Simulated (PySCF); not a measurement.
Computed IR spectrum (relative IR intensity) of a molecule C3H8OSi. Coordinates come from a PBE0-D3(BJ)/def2-SVP optimisation. The values are those of a single conformer. Computed with PySCF with PBE0-D3(BJ)/def2-SVP. Frequencies are harmonic and unscaled.

Lines under 2 % of the strongest are left out, and lines within 2 cm⁻¹ are merged.

ν (cm⁻¹): 26 (s), 257 (vw), 274 (vw), 571 (vw), 663 (m), 673 (w), 720 (s), 806 (s), 830 (m), 855 (s), 895 (m), 913 (w), 961 (vw), 976 (w), 980 (s), 1158 (m), 1406 (w), 1426 (w), 2193 (vs), 3064 (m), 3083 (w), 3120 (w), 3163 (w), 3953 (s) (against the strongest line: vs over 80 %, s over 45 %, m over 15 %, w over 4 %, vw less)

Question: Which molecule gave these data?
A. CC[SiH2]C=O
B. C=CCO[SiH3]
C. O[SiH]1CCC1
D. [SiH3][C@H]1CCO1

Answer: C, O[SiH]1CCC1
